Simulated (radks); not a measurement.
Spherical jellium clusters: N electrons in a uniform positive sphere of charge N and radius rs N^(1/3), rs = 4.12 bohr. Method: non-relativistic Kohn-Sham, LDA (Slater exchange, Perdew-Wang correlation), spin-polarised, spherical densities; computed with a radial shooting solver with Libxc functionals. Levels are named by radial order and angular momentum (1s, 1p, 1d, 2s, ...), and open shells are averaged over m.

N = 16, configuration 1s2 1p6 1d(up 5, down 3). This is the lowest configuration that the search found. Occupied and some empty levels:

| level | occupation | eigenvalue (eV) | <r> (bohr) |
|---|---|---|---|
| 1s up | 1 | -4.8897 | 6.389 |
| 1s down | 1 | -4.7632 | 6.269 |
| 1p up | 3 | -4.0275 | 7.698 |
| 1p down | 3 | -3.8686 | 7.682 |
| 1d up | 5 | -2.9766 | 8.644 |
| 1d down | 3 | -2.8139 | 8.684 |
| 2s up | 0 | -2.5650 | 7.346 |
| 2s down | 0 | -2.4876 | 7.435 |
| 1f up | 0 | -1.7813 | 9.541 |
| 1f down | 0 | -1.6303 | 9.632 |
| 2p up | 0 | -1.2904 | 9.443 |
| 2p down | 0 | -1.2120 | 9.552 |

Energy (eV): total -29.1658, kinetic 26.594, external -793.75, Hartree 392.07, exchange-correlation -56.679, background 402.60.
